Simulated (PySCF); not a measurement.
One of the candidates below gave these computed data.

All candidates are C4H11GeN.

| technique | computed result |
| --- | --- |
| 1H NMR | chemical shifts (computed TMS as zero) by class: 6.14 (1 H), 5.95 (1 H), 5.49 (1 H), 4.65 (2 H), 3.42 (2 H), 0.31 (3 H), -0.70 (1 H) ppm [GIAO PBE0/pcSseg-1] |
| XPS | C1s 289.8, C1s 290.1, C1s 290.2, C1s 291.5, N1s 404.0 eV [ΔSCF SCAN, pcX-2 on the ionised atom, pcseg-1 elsewhere, spin-free X2C] |
| Valence photoelectron | vertical ionisation energy: 8.53 eV [ΔSCF CAM-B3LYP/def2-SVPD] |
| Polarisability | 89.1 au [CAM-B3LYP/def2-SVPD] |
| 13C NMR | chemical shifts (computed TMS as zero) by class: 148.6 (1 C), 120.3 (1 C), 49.3 (1 C), -1.7 (1 C) ppm [GIAO PBE0/pcSseg-1] |
| NMR, other nuclei | isotropic shieldings of nuclei other than C and H, by class: 242 (1 N), 1386 (1 Ge) ppm [GIAO PBE0/pcSseg-1] |
| Rotational structure | rotational constants A, B, C: 6.417, 0.987, 0.898 GHz [PBE0-D3(BJ)/def2-SVP] |
| Couplings | largest of the computed one-bond spin–spin couplings (means over like bonds): 13C–1H +168.1, 13C–1H +167.9, 13C–1H +159.2, 13C–1H +135.9 (×2), 13C–1H +135.2 (×3), 13C–13C +79.3, 15N–1H -77.8, 13C–13C +46.7 Hz [B3LYP/pcJ-1 (pcSseg-1 on Ge), spin–dipole term left out for some pairs] |
| UV, first state | lowest singlet excitation: 5.90 eV (210 nm, f = 0.022) [TDDFT CAM-B3LYP/def2-SVPD] |

Electronic properties: PySCF, gas phase, density fitting. Levels stand in brackets. The structure is a single PBE0-D3(BJ)/def2-SVP conformer in the gas phase; no vibrational or solvent corrections. Relativistic effects, spin–orbit coupling among them, are left out (core-ionisation runs apart) although an element past zinc is present. NMR classes are plain means over equivalent atoms (diastereotopic ones count apart unless rotation or inversion swaps them), as if these changed places fast.

Question: Which candidate is it?
A. `C=CC[NH][GeH2][CH3]`
B. `[GeH3][NH]C1CCC1`
C. `[H][Ge]([H])([H])[N]1CCCC1`

Answer: A. It is `C=CC[NH][GeH2][CH3]`. Numbering: `[CH2:1]=[CH:2][CH2:3][NH:4][GeH2:5][CH3:6]`. 4 carbons fall into 4 classes; from least to most shielded: alkene CH carbon [C2] (148.6 ppm), terminal =CH2 carbon [C1] (120.3 ppm), sp3 carbon bound to nitrogen [C3] (49.3 ppm), sp3 carbon bound to germanium [C6] (-1.7 ppm). Hydrogen classes from least to most shielded: 1 H on an alkene CH carbon, C2 (6.14 ppm), 1 H on a terminal =CH2 carbon, C1 (5.95 ppm), 1 H on a terminal =CH2 carbon, C1 (5.49 ppm), 2 H on a germanium bonded to C, N and 2 H, Ge5 (4.65 ppm), 2 H on an sp3 carbon bound to nitrogen, C3 (3.42 ppm), 3 H on an sp3 carbon bound to germanium, C6 (0.31 ppm, a mean of values up to 0.5 ppm apart in this geometry), 1 H on a nitrogen bonded to C, Ge and H, N4 (-0.70 ppm). The other shieldings belong to: 242 ppm, nitrogen bonded to C, Ge and H [N4]; 1386 ppm, germanium bonded to C, N and 2 H [Ge5]. The couplings run between: +168.1 Hz, terminal =CH2 carbon [C1] and its hydrogen; +167.9 Hz, terminal =CH2 carbon [C1] and its hydrogen; +159.2 Hz, alkene CH carbon [C2] and its hydrogen; +135.9 Hz, sp3 carbon bound to nitrogen [C3] and its hydrogen (with 1 like pair); +135.2 Hz, sp3 carbon bound to germanium [C6] and its hydrogen (with 2 like pairs); +79.3 Hz, terminal =CH2 carbon [C1] and alkene CH carbon [C2]; -77.8 Hz, nitrogen bonded to C, Ge and H [N4] and its hydrogen; +46.7 Hz, alkene CH carbon [C2] and sp3 carbon bound to nitrogen [C3]. The core levels belong to: C1s 289.8 eV, terminal =CH2 carbon [C1]; C1s 290.1 eV, sp3 carbon bound to germanium [C6]; C1s 290.2 eV, alkene CH carbon [C2]; C1s 291.5 eV, sp3 carbon bound to nitrogen [C3]; N1s 404.0 eV, nitrogen bonded to C, Ge and H [N4]. No core level of Ge was computed. The first electron is taken from the HOMO, whose largest Löwdin shares are 0.53 on the nitrogen bonded to C, Ge and H, 0.10 on the sp3 carbon bound to nitrogen, 0.07 on the sp3 carbon bound to germanium and 0.07 on the germanium bonded to C, N and 2 H. The optimised geometry has point group C1 and is an asymmetric top. NMR values of atoms bound to Ge lack the spin–orbit term that these neighbours bring.

The others, at the same levels:
- `[GeH3][NH]C1CCC1` fails: its computed static isotropic polarisability is 85.7 au (against 89.1 au) and rotational constant A is 7.407 GHz (against 6.417 GHz).
- `[H][Ge]([H])([H])[N]1CCCC1` fails: its computed core binding energies are C1s 290.4 (×2), C1s 291.1 (×2), N1s 403.9 eV, lowest singlet excitation is 5.56 eV (223 nm, f = 0.018) (against 5.90 eV) and static isotropic polarisability is 85.8 au (against 89.1 au).

Each candidate is one conformer, not necessarily the lowest. Dipoles, sizes and rotational constants follow the conformer. The torsions of the flexible species, by atom-mapped SMILES:
- `[CH2:1]=[CH:2][CH2:3][NH:4][GeH2:5][CH3:6]`: C1–C2–C3–N4 -8°, C2–C3–N4–Ge5 153°, C3–N4–Ge5–C6 61°
- `[GeH3:1][NH:2][CH:3]1[CH2:4][CH2:5][CH2:6]1`: Ge1–N2–C3–C4 -164°
